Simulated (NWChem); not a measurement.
SnHF, singlet; SMILES [SnH][F]

Results from NWChem. Low-valent species are run as closed-shell singlets; no triplet was tried in these runs. Coordinates come from a PBE0/def2-SVP optimisation. def2 effective core potentials on Sn; no spin-orbit coupling. Ions are spin-unrestricted doublets at the neutral geometry; other ion states weren't tried. Functional: LC-ωPBE (HJS hole) with def2-SVP; rows give the range parameter ω in 1/bohr.

Problem. At which range parameter does −ε(HOMO) equal the ΔSCF ionisation energy (optimal tuning)?

Solution. about 0.42 per bohr, by linear interpolation in these runs:
```csv
range parameter (1/bohr),"vertical ionisation energy, ΔSCF (eV)",−ε(HOMO) (eV),ΔSCF minus −ε(HOMO) (eV)
0.15,9.24,7.82,1.42
0.20,9.27,8.28,0.99
0.35,9.40,9.20,0.20
0.40,9.43,9.40,0.03
0.80,9.58,10.07,-0.49
```
